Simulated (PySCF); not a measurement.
Atoms are numbered as in `[CH:1]#[C:2][GaH-:3]1[Cl+:4][GaH2-:5][Cl+:6]1`. Hydrogens are named by the atom that carries them. Ha(Ga5) is cis to C2 on the ring; Hb(Ga5) is trans to C2 on the ring.

Geometry: PBE0-D3(BJ)/def2-SVP; GIAO absolute shieldings from PySCF 2.14, gas phase, non-relativistic, averaged over equivalent atoms.

At HF/pcSseg-1 (184 basis functions, 22 s wall time on 1 thread of an Arm Neoverse V1, shared host):
```csv
atoms,σ (ppm)
C1,78.8
C2,100.6
Ga5,1667.4
Ga3,1699.3
Cl4/Cl6,1004.8
Ha(Ga5),27.01
Hb(Ga5),27.06
H(Ga3),27.37
H(C1),28.96
```

Question: What do these become at KT3/pcSseg-1?

Answer: 
```
  atoms  σ at KT3/pcSseg-1  change
     C1               92.3   +13.5
     C2               99.6    -1.0
    Ga5             1474.5  -192.9
    Ga3             1529.3  -170.0
Cl4/Cl6              902.6  -102.2
Ha(Ga5)              26.11   -0.90
Hb(Ga5)              26.16   -0.90
 H(Ga3)              26.44   -0.93
  H(C1)              28.89   -0.07
```

The largest change is at Ga5 (Ga bonded to 2 Cl, 2 H, in a 4-membered ring). Cost: 184 basis functions, 34 s wall time on 1 thread of an Arm Neoverse V1, shared host.

Relativistic effects, spin–orbit coupling among them, are left out; they matter for Ga and for the light atoms bonded to it.
